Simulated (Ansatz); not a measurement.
Species: SF, net charge -1, singlet state. SMILES of the parent species: F[S]
Structure (B3LYP-D3(BJ)/def2-TZVP (Ansatz, an electronic-structure program) minimum search):
```xyz
2

F      0.0000     0.0000    -1.1177
S      0.0000     0.0000     0.6287
```
Charge -1, spin multiplicity 1.

**Question.** Give the harmonic wavenumbers at B3LYP-D3(BJ)/def2-TZVP (Ansatz, finite differences of forces, unscaled).

**Answer.** 615 cm⁻¹. Zero-point energy 0.9 kcal/mol.

**Question.** From these and the geometry, give the ideal-gas thermochemistry at 298.15 K and 1 atm (rigid rotor, harmonic oscillator).

**Answer.** Point group C∞v, rotational symmetry number 1. Rotational constants 13.89, 13.89 GHz. S(trans) 37.71, S(rot) 14.12, S(vib) 0.42, S(elec, spin only) 0.00, S 52.3 cal/(mol K). H(298) - H(0) 2.17 kcal/mol; G - E(el) -12.5 kcal/mol.
